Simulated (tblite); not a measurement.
Compound: C5H5N2Si (doublet state).
Cartesian coordinates in Å at the GFN2-xTB level; atoms count from 1:
```
atom  x, y, z in Å
N1     2.8785   -1.8790   -0.8405
C2     2.3693   -1.1791   -0.0773
Si3    1.5184   -0.2212    1.2311
C4    -0.2664    0.1206    0.7688
C5    -1.0274   -0.7955   -0.1394
C6    -0.5935    0.5458   -0.6611
C7    -1.5648    1.5643   -0.8285
N8    -2.3487    2.3942   -0.9264
H9     2.2885    0.8632    1.8109
H10   -0.8626    0.6185    1.5274
H11   -0.5254   -1.6619   -0.5458
H12   -2.0805   -0.9466    0.0508
H13    0.2101    0.5772   -1.3878
```

Computed values, GFN2-xTB/tblite, gas phase, harmonic and unscaled. Errors from tens to a few hundred cm⁻¹ against measured bands are possible. Modes of hydrogen on silicon can be 10 to 20 % off. One conformer, not necessarily the lowest. Open shells enter through the occupations alone, without spin polarisation, and single modes of such species can be off by tens of per cent.

Harmonic wavenumbers (cm⁻¹): 30.3, 68.6, 112.3, 161.9, 230.8, 273.6, 284.8, 347.7, 377.5, 498.0, 529.3, 574.4, 655.6, 754.1, 837.6, 896.0, 912.9, 989.3, 1040.0, 1074.2, 1084.7, 1102.4, 1222.2, 1244.2, 1371.7, 1457.6, 2234.2, 2372.9, 2387.4, 3021.7, 3038.8, 3082.2, 3095.0.

A = 3950, B = 880.6, C = 820.4 MHz; mass 121.022 u (most abundant isotopes); point group C1, symmetry number 1; spin multiplicity 2.

Zero-point energy?

½Σν̃ = 18682 cm⁻¹ = 223.48 kJ/mol.

Entropy at 298.15 K, 1 bar (ideal gas, RRHO, classical rotation)?

Translation 168.67, rotation 121.80, vibration 109.75, spin (R ln 2) 5.76: S = 406.0 J/(mol K).

And Cp and H(298.15 K) − H(0)?

Cp = 137.98 J/(mol K), of which vibrations give 104.72 (their classical limit is 33 R = 274.4); H(298.15 K) − H(0) = 26.47 kJ/mol without the zero-point energy, 16.56 from vibrations.

What must be added to the electronic energy to get the Gibbs energy at 298.15 K and 1 bar?

ZPE + [H(298.15 K) − H(0)] − T·S = 223.48 + 26.47 − 121.04 = 128.91 kJ/mol.

How do the functions run with temperature in this model?

```
T (K)  S (J/(mol K))  Cp (J/(mol K))  H − H(0) (kJ/mol)  G − H(0) (kJ/mol)  ln q(vib)
  100          295.6            73.1               5.30             -24.26       1.92
  200          357.2           107.7              14.39             -57.06       4.28
  300          406.8           138.5              26.73             -95.32       6.56
  500          489.6           186.0              59.53            -185.26      10.87
  800          587.0           228.1             122.24            -347.40      16.65
 1000          640.0           246.0             169.74            -470.23      20.09
```

q(vib) and H(0) count from the zero-point level.

Hindered rotation and anharmonicity are outside this model. Other conformers, if any are populated, would add a mixing term that is left out. The structure is chiral; the term R ln 2 for an equal mix with its mirror image is left out.
